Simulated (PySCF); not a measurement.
Values are calculated unless marked as measured or tabulated.
C2H6ClOSi

C2H6ClOSi is a small molecule (built as: Si site whose three back bonds go to CH3, OH, Cl; end group CH2), neutral, doublet. The structure, one conformer, was relaxed in the gas phase by PBE0-D3(BJ)/def2-SVP. No frequency run checks that it is a minimum.

SMILES: [CH2][Si](C)(O)Cl

```tsv
atom	x (Å)	y (Å)	z (Å)
Si1	0.438	-0.254	0.274
C2	0.179	1.582	0.262
O3	1.650	-0.557	-0.820
Cl4	1.049	-0.839	2.180
C5	-1.074	-1.239	-0.108
H6	-0.098	1.918	-0.749
H7	-0.621	1.871	0.959
H8	1.105	2.098	0.558
H9	1.946	-1.470	-0.887
H10	-1.457	-1.333	-1.131
H11	-1.673	-1.741	0.659
```

EPR values by unrestricted B3LYP, IGLO-III on C Cl O Si, pcH-1 on H.

(1) Predict g and the largest hyperfine couplings. Where does the spin sit?

(2) How do the isotropic couplings move with BHandHLYP?

Answers

(1) g = 2.0019, 2.0026, 2.0030. The spin sits on C5 (104 %, bonded to 1 Si + 2 H) by Mulliken populations.
```csv
atom,isotope,isotropic (MHz),"dipolar, principal values (MHz)"
C5,13C,73.7,"-74.2, -74.1, 148.3"
H11,1H,-58.4,"-36.0, -0.9, 37.0"
H10,1H,-57.2,"-36.0, -1.0, 37.0"
Si1,29Si,45.7,"-2.2, -0.3, 2.5"
C2,13C,16.3,"-2.2, -2.1, 4.3"
H8,1H,16.6,"-1.8, -0.9, 2.7"
```

(2) C5 73.7 to 94.1 MHz, H11 -58.4 to -67.6 MHz, H10 -57.2 to -66.0 MHz, Si1 45.7 to 55.8 MHz.

The 2 runs behind this took 89 s in all, one thread each of Arm Neoverse V1 on a shared host, launched as `OMP_NUM_THREADS=1 python cluster_run.py task.json out`.
